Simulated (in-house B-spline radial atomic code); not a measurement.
A fraction x of an electron is removed from 4f in Yb III (Yb2+), starting from [Xe] 4f14 and keeping the highest spin. Method: scalar-relativistic (X2C) wB97X, spin-polarised, spherical fractional occupations, Fermi nucleus of rms radius 5.3108 fm. Calculated with a radial B-spline atomic code at the basis-set limit.

Caution: exact exchange at fractional occupations of open shells leaves self-interaction of up to several eV.

```
   x  E(x) - E(0) (eV)  4f down level (eV)
   0            0.0000             -22.616
0.08            1.8579             -23.835
0.23            5.6078             -26.176
0.32            8.0282             -27.614
0.46           12.0534             -29.898
 0.5           13.2625             -30.561
 0.6           16.4023             -32.238
0.67           18.7005             -33.428
0.81           23.5490             -35.846
   1           30.6778             -39.208
```

The exact functional would give a straight line between the two integer points. Deviations E(x) - E(0) - x[E(1) - E(0)], in eV: -0.596 at x = 0.08, -1.448 at x = 0.23, -1.789 at x = 0.32, -2.058 at x = 0.46, -2.076 at x = 0.5, -2.004 at x = 0.6, -1.854 at x = 0.67, -1.3 at x = 0.81.

The curve lies below the straight line by up to 2.076 eV (at x = 0.5): convex, the delocalisation error, to which spherically averaged exact exchange adds.

Problem. How well does Slater's transition state (minus the level at half occupation) give the ionisation energy?

Solution. It gives 30.561 eV against 30.678 eV from the two total energies; NIST lists 25.05 eV, ground level to ground level. The end point has an open shell averaged over its orbitals, so its exact exchange keeps a self-interaction and this is no true integer point.
